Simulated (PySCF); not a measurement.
H3ClMgSi (SMILES [SiH3][Mg][Cl]), singlet, at a GFN2-xTB geometry (such geometries of metal compounds can be far from the true shape), with bond 2-1 at 1.8 times its length; CASSCF(8,7)/def2-SVP (PySCF).

Here is a job for PySCF.
```python
from pyscf import gto, scf, mcscf
import numpy

mol = gto.M(
    atom='''
Mg    0.51659587    0.05768060   -0.51003876
Cl   -1.78495399    3.12501531   -1.21702085
Si    0.40949217   -1.73194106    1.18868704
H     0.39867677   -3.12075333    0.68626367
H    -0.85862766   -1.56527193    1.93581876
H     1.48264016   -1.70880973    2.20447611
''',
    basis='def2-svp',
    verbose=4,
)

mf = scf.RHF(mol)
mf.kernel()
mc = mcscf.CASSCF(mf, 7, 8)
mc.fix_spin_(ss=0.0)
mc.kernel()
occ = numpy.linalg.eigvalsh(mc.fcisolver.make_rdm1(mc.ci, mc.ncas, mc.nelecas))[::-1]
ss = mc.fcisolver.spin_square(mc.ci, mc.ncas, mc.nelecas)[0]
print('natural occupations', occ.round(4), ' <S^2>', round(ss, 4))
```

What the program printed (banner, timings and long lists left out):

```
PySCF version 2.14.0

[INPUT] verbose = 4
[INPUT] num. atoms = 6
[INPUT] num. electrons = 46
[INPUT] charge = 0
[INPUT] spin (= nelec alpha-beta = 2S) = 0
[INPUT] symmetry False subgroup None
[INPUT] Mole.unit = angstrom
[INPUT] Symbol           X                Y                Z      unit          X                Y                Z       unit  Magmom
[...]
nuclear repulsion = 110.837394337222
number of shells = 33
number of NR pGTOs = 129
number of NR cGTOs = 69
basis = def2-svp
ecp = {}

******** <class 'pyscf.scf.hf.RHF'> ********
method = RHF
initial guess = minao
damping factor = 0
level_shift factor = 0
DIIS = <class 'pyscf.scf.diis.CDIIS'>
diis_start_cycle = 1
diis_space = 8
diis_damp = 0
SCF conv_tol = 1e-09
SCF conv_tol_grad = None
SCF max_cycles = 50
direct_scf = True
direct_scf_tol = 1e-13
Set gradient conv threshold to 3.16228e-05
Initial guess from minao.
init E= -949.038231517766
[...]
cycle= 1 E= -949.312170135854  delta_E= -0.274  |g|= 0.421  |ddm|= 2.02
[...]
cycle= 2 E= -949.398515953375  delta_E= -0.0863  |g|= 0.189  |ddm|= 0.972
[...]
cycle= 3 E= -949.409369255486  delta_E= -0.0109  |g|= 0.0378  |ddm|= 0.282
[...]
cycle= 4 E= -949.411219843752  delta_E= -0.00185  |g|= 0.0128  |ddm|= 0.129
[...]
cycle= 5 E= -949.41139927805  delta_E= -0.000179  |g|= 0.00424  |ddm|= 0.0439
[...]
cycle= 6 E= -949.411428025541  delta_E= -2.87e-05  |g|= 0.00147  |ddm|= 0.0192
[...]
cycle= 7 E= -949.411432202415  delta_E= -4.18e-06  |g|= 0.000382  |ddm|= 0.00862
[...]
cycle= 8 E= -949.411432479745  delta_E= -2.77e-07  |g|= 6.22e-05  |ddm|= 0.00231
[...]
cycle= 9 E= -949.411432489014  delta_E= -9.27e-09  |g|= 1.34e-05  |ddm|= 0.000396
[...]
cycle= 10 E= -949.411432489388  delta_E= -3.74e-10  |g|= 4.31e-06  |ddm|= 5.79e-05
[...]
Extra cycle  E= -949.411432489417  delta_E= -2.91e-11  |g|= 2.24e-06  |ddm|= 1.34e-05
converged SCF energy = -949.411432489417

******** <class 'pyscf.mcscf.mc1step.CASSCF'> ********
CAS (4e+4e, 7o), ncore = 19, nvir = 43
max_cycle_macro = 50
max_cycle_micro = 4
conv_tol = 1e-07
conv_tol_grad = None
orbital rotation max_stepsize = 0.02
orbital rotation threshold for CI restart = 0.01
augmented hessian ah_max_cycle = 30
augmented hessian ah_conv_tol = 1e-12
augmented hessian ah_linear dependence = 1e-14
augmented hessian ah_level shift = 1e-08
augmented hessian ah_start_tol = 2.5
augmented hessian ah_start_cycle = 3
augmented hessian ah_grad_trust_region = 3
kf_trust_region = 3
kf_interval = 4
ci_response_space = 4
ci_grad_trust_region = 3
with_dep4 0
natorb = False
canonicalization = True
sorting_mo_energy = False
ao2mo_level = 2
internal_rotation = False
******** <class 'pyscf.fci.addons.SpinPenaltyFCISolver'> ********
max. cycles = 50
conv_tol = 1e-08
davidson only = True
linear dependence = 1e-12
level shift = 0.001
max iter space = 12
nroots = 1
pspace_size = 400
spin = None
CASCI E = -949.420715604240  S^2 = 0.0000000
Set conv_tol_grad to 0.000316228
macro iter   1 ( 21 JK    4 micro), CASSCF E = -949.438351183235  dE = -1.76355790e-02  S^2 = 0.0000000
               |grad[o]|=0.0432  |grad[c]|=0.0238  |ddm|=0.101  |maxRot[o]|=0.266
macro iter   2 ( 21 JK    4 micro), CASSCF E = -949.442712415918  dE = -4.36123268e-03  S^2 = 0.0000000
               |grad[o]|=0.0404  |grad[c]|=0.0104  |ddm|=0.0441  |maxRot[o]|=0.203
macro iter   3 ( 21 JK    4 micro), CASSCF E = -949.443369726261  dE = -6.57310343e-04  S^2 = 0.0000000
               |grad[o]|=0.0173  |grad[c]|=0.00562  |ddm|=0.0149  |maxRot[o]|=0.0692
macro iter   4 ( 21 JK    4 micro), CASSCF E = -949.443692212724  dE = -3.22486463e-04  S^2 = 0.0000000
               |grad[o]|=0.0121  |grad[c]|=0.00429  |ddm|=0.0091  |maxRot[o]|=0.0514
macro iter   5 ( 21 JK    4 micro), CASSCF E = -949.443946391243  dE = -2.54178519e-04  S^2 = 0.0000000
               |grad[o]|=0.00982  |grad[c]|=0.00373  |ddm|=0.00799  |maxRot[o]|=0.0365
macro iter   6 ( 21 JK    4 micro), CASSCF E = -949.444160549855  dE = -2.14158613e-04  S^2 = 0.0000000
               |grad[o]|=0.00846  |grad[c]|=0.00338  |ddm|=0.00679  |maxRot[o]|=0.0325
macro iter   7 ( 21 JK    4 micro), CASSCF E = -949.444331032109  dE = -1.70482254e-04  S^2 = 0.0000000
               |grad[o]|=0.00752  |grad[c]|=0.00287  |ddm|=0.00526  |maxRot[o]|=0.0455
macro iter   8 ( 21 JK    4 micro), CASSCF E = -949.444437606409  dE = -1.06574300e-04  S^2 = 0.0000000
               |grad[o]|=0.00676  |grad[c]|=0.00267  |ddm|=0.00382  |maxRot[o]|=0.0162
macro iter   9 ( 21 JK    4 micro), CASSCF E = -949.444514331122  dE = -7.67247134e-05  S^2 = 0.0000000
               |grad[o]|=0.0061  |grad[c]|=0.00264  |ddm|=0.00303  |maxRot[o]|=0.0128
macro iter  10 ( 21 JK    4 micro), CASSCF E = -949.444568535736  dE = -5.42046139e-05  S^2 = 0.0000000
               |grad[o]|=0.00548  |grad[c]|=0.00256  |ddm|=0.00251  |maxRot[o]|=0.0102
macro iter  11 ( 21 JK    4 micro), CASSCF E = -949.444615917837  dE = -4.73821005e-05  S^2 = 0.0000000
               |grad[o]|=0.00495  |grad[c]|=0.0024  |ddm|=0.0022  |maxRot[o]|=0.0266
macro iter  12 ( 21 JK    4 micro), CASSCF E = -949.444705035463  dE = -8.91176264e-05  S^2 = 0.0000000
               |grad[o]|=0.0045  |grad[c]|=0.00285  |ddm|=0.00235  |maxRot[o]|=0.122
macro iter  13 ( 21 JK    4 micro), CASSCF E = -949.444920318331  dE = -2.15282868e-04  S^2 = 0.0000000
               |grad[o]|=0.0041  |grad[c]|=0.0307  |ddm|=0.0138  |maxRot[o]|=0.221
macro iter  14 ( 12 JK    3 micro), CASSCF E = -949.445049484206  dE = -1.29165875e-04  S^2 = 0.0000000
               |grad[o]|=0.00473  |grad[c]|=0.0159  |ddm|=0.00553  |maxRot[o]|=0.0805
macro iter  15 ( 17 JK    4 micro), CASSCF E = -949.444963544903  dE =  8.59393031e-05  S^2 = 0.0000000
               |grad[o]|=0.0048  |grad[c]|=0.0115  |ddm|=0.00235  |maxRot[o]|=0.0699
macro iter  16 ( 21 JK    4 micro), CASSCF E = -949.445105705657  dE = -1.42160754e-04  S^2 = 0.0000000
               |grad[o]|=0.00434  |grad[c]|=0.0103  |ddm|=0.00352  |maxRot[o]|=0.0677
[...]
macro iter  22 ( 21 JK    4 micro), CASSCF E = -949.445579718217  dE = -1.74632456e-04  S^2 = 0.0000000
               |grad[o]|=0.0039  |grad[c]|=0.000859  |ddm|=0.00165  |maxRot[o]|=0.0455
macro iter  23 ( 17 JK    4 micro), CASSCF E = -949.445792224532  dE = -2.12506315e-04  S^2 = 0.0000000
               |grad[o]|=0.00383  |grad[c]|=0.00326  |ddm|=0.0022  |maxRot[o]|=0.0555
macro iter  24 ( 17 JK    4 micro), CASSCF E = -949.445853231194  dE = -6.10066622e-05  S^2 = 0.0000000
               |grad[o]|=0.0038  |grad[c]|=0.00612  |ddm|=0.00158  |maxRot[o]|=0.0989
macro iter  25 ( 17 JK    4 micro), CASSCF E = -949.445878333193  dE = -2.51019995e-05  S^2 = 0.0000000
               |grad[o]|=0.00369  |grad[c]|=0.00991  |ddm|=0.00165  |maxRot[o]|=0.118
macro iter  26 ( 17 JK    4 micro), CASSCF E = -949.445891477481  dE = -1.31442874e-05  S^2 = 0.0000000
               |grad[o]|=0.00379  |grad[c]|=0.00158  |ddm|=0.0019  |maxRot[o]|=0.117
macro iter  27 ( 17 JK    4 micro), CASSCF E = -949.445898580410  dE = -7.10292943e-06  S^2 = 0.0000000
               |grad[o]|=0.00428  |grad[c]|=0.0232  |ddm|=0.00197  |maxRot[o]|=0.0967
macro iter  28 ( 17 JK    4 micro), CASSCF E = -949.445992938471  dE = -9.43580603e-05  S^2 = 0.0000000
               |grad[o]|=0.00472  |grad[c]|=0.0497  |ddm|=0.0024  |maxRot[o]|=0.0863
macro iter  29 ( 17 JK    4 micro), CASSCF E = -949.446493063425  dE = -5.00124954e-04  S^2 = 0.0000000
               |grad[o]|=0.00431  |grad[c]|=0.0409  |ddm|=0.00484  |maxRot[o]|=0.0904
macro iter  30 ( 21 JK    4 micro), CASSCF E = -949.446573641024  dE = -8.05775993e-05  S^2 = 0.0000000
               |grad[o]|=0.00436  |grad[c]|=0.0217  |ddm|=0.00344  |maxRot[o]|= 0.12
macro iter  31 ( 17 JK    4 micro), CASSCF E = -949.447479766235  dE = -9.06125211e-04  S^2 = 0.0000000
               |grad[o]|=0.00593  |grad[c]|=0.0236  |ddm|=0.00642  |maxRot[o]|=0.0713
macro iter  32 ( 21 JK    4 micro), CASSCF E = -949.448873542178  dE = -1.39377594e-03  S^2 = 0.0000000
               |grad[o]|=0.0065  |grad[c]|=0.00545  |ddm|=0.00562  |maxRot[o]|=0.0706
macro iter  33 ( 21 JK    4 micro), CASSCF E = -949.451103022140  dE = -2.22947996e-03  S^2 = 0.0000000
               |grad[o]|=0.00867  |grad[c]|=0.00968  |ddm|=0.00499  |maxRot[o]|=0.107
macro iter  34 ( 21 JK    4 micro), CASSCF E = -949.452634933920  dE = -1.53191178e-03  S^2 = 0.0000000
               |grad[o]|=0.00924  |grad[c]|=0.012  |ddm|=0.00376  |maxRot[o]|=0.0875
macro iter  35 ( 21 JK    4 micro), CASSCF E = -949.453199607849  dE = -5.64673929e-04  S^2 = 0.0000000
               |grad[o]|=0.00596  |grad[c]|=0.00725  |ddm|=0.00301  |maxRot[o]|=0.0625
macro iter  36 (  7 JK    2 micro), CASSCF E = -949.453233766584  dE = -3.41587346e-05  S^2 = 0.0000000
               |grad[o]|=0.00308  |grad[c]|=0.0229  |ddm|=0.000691  |maxRot[o]|=0.0699
macro iter  37 (  6 JK    2 micro), CASSCF E = -949.453249946504  dE = -1.61799201e-05  S^2 = 0.0000000
               |grad[o]|=0.00211  |grad[c]|=0.0117  |ddm|=0.000974  |maxRot[o]|= 0.05
macro iter  38 ( 15 JK    4 micro), CASSCF E = -949.453249128701  dE =  8.17803198e-07  S^2 = 0.0000000
               |grad[o]|=0.000952  |grad[c]|=0.0821  |ddm|=0.000402  |maxRot[o]|=0.122
macro iter  39 ( 21 JK    4 micro), CASSCF E = -949.453251839116  dE = -2.71041517e-06  S^2 = 0.0000000
               |grad[o]|=0.00156  |grad[c]|=0.00287  |ddm|=0.000259  |maxRot[o]|=0.0129
macro iter  40 ( 21 JK    4 micro), CASSCF E = -949.453253234075  dE = -1.39495842e-06  S^2 = 0.0000000
               |grad[o]|=0.000923  |grad[c]|=0.00546  |ddm|=0.000461  |maxRot[o]|=0.00779
macro iter  41 (  7 JK    2 micro), CASSCF E = -949.453253603010  dE = -3.68935730e-07  S^2 = 0.0000000
               |grad[o]|=0.00051  |grad[c]|=0.011  |ddm|=0.000233  |maxRot[o]|=0.0483
macro iter  42 (  7 JK    2 micro), CASSCF E = -949.453253893843  dE = -2.90832418e-07  S^2 = 0.0000000
               |grad[o]|=0.000256  |grad[c]|=0.0155  |ddm|=8.92e-05  |maxRot[o]|=0.0601
macro iter  43 (  7 JK    2 micro), CASSCF E = -949.453254293772  dE = -3.99929490e-07  S^2 = 0.0000000
               |grad[o]|=0.000242  |grad[c]|=0.0143  |ddm|=4.88e-05  |maxRot[o]|=0.0648
macro iter  44 (  7 JK    2 micro), CASSCF E = -949.453254918187  dE = -6.24415065e-07  S^2 = 0.0000000
               |grad[o]|=0.000276  |grad[c]|=0.00981  |ddm|=5.79e-05  |maxRot[o]|=0.0673
macro iter  45 (  7 JK    2 micro), CASSCF E = -949.453255876316  dE = -9.58129021e-07  S^2 = 0.0000000
               |grad[o]|=0.000294  |grad[c]|=0.00378  |ddm|=6.1e-05  |maxRot[o]|=0.0685
macro iter  46 (  7 JK    2 micro), CASSCF E = -949.453257326117  dE = -1.44980049e-06  S^2 = 0.0000000
               |grad[o]|=0.000319  |grad[c]|=0.00183  |ddm|=6.75e-05  |maxRot[o]|=0.0692
macro iter  47 (  7 JK    2 micro), CASSCF E = -949.453259493303  dE = -2.16718649e-06  S^2 = 0.0000000
               |grad[o]|=0.000357  |grad[c]|=0.00528  |ddm|=7.22e-05  |maxRot[o]|=0.0695
macro iter  48 (  7 JK    2 micro), CASSCF E = -949.453262710430  dE = -3.21712707e-06  S^2 = 0.0000000
               |grad[o]|=0.000423  |grad[c]|=0.00586  |ddm|=8.13e-05  |maxRot[o]|=0.0697
macro iter  49 (  7 JK    2 micro), CASSCF E = -949.453267427333  dE = -4.71690271e-06  S^2 = 0.0000000
               |grad[o]|=0.00053  |grad[c]|=0.00367  |ddm|=8.97e-05  |maxRot[o]|=0.0698
macro iter  50 (  7 JK    2 micro), CASSCF E = -949.453274219319  dE = -6.79198581e-06  S^2 = 0.0000000
               |grad[o]|=0.000716  |grad[c]|=0.000598  |ddm|=0.000124  |maxRot[o]|=0.0698
1-step CASSCF not converged,  50 macro (824 JK 175 micro) steps
CASSCF canonicalization
Density matrix diagonal elements [1.97188433 1.98353845 1.99647422 1.82096644 0.14535626 0.01983689
 0.06194342]
CASSCF energy = -949.453274219319
CASCI E = -949.453274219319  E(CI) = -14.4814741354584  S^2 = 0.0000000
natural occupations [2.     1.9806 1.9722 1.8678 0.1381 0.0224 0.0189]  <S^2> 0.0
```

Convergence was not reached.
